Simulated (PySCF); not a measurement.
Mg(F)(Me) (CH3FMg), SMILES [CH3][Mg][F]. Atoms are numbered in the order given.

```xyz
6

Mg     0.0000     0.0000    -0.1335
F      0.0000     0.0000    -1.8946
C      0.0000     0.0000     1.9371
H      0.8797     0.5079     2.3438
H      0.0000    -1.0158     2.3438
H     -0.8797     0.5079     2.3438
```
Charge 0, spin multiplicity 1.

Coordinates come from a r2SCAN-D4/def2-TZVP optimisation.

The numbers are results of PySCF with r2SCAN-D4/def2-TZVP, not measurements.

Frequencies are harmonic and unscaled.

Modes within 1.5 cm⁻¹ of each other (mostly degenerate sets) share a row, with their intensities summed.

```tsv
mode	ν (cm⁻¹)	IR (km/mol)	moving atoms (share of kinetic energy)
1–2	124	107.3	Mg 54 %, F 23 %, H 13 %, C 9 %
3	477	0.0	C 54 %, F 30 %, H 13 %
4–5	567	209.9	H 80 %, C 16 %
6	774	111.0	Mg 56 %, F 37 %
7	1146	0.5	H 82 %, C 18 %
8–9	1443	0.4	H 95 %
10	3018	18.6	H 97 %
11–12	3100	26.5	H 91 %, C 9 %
```
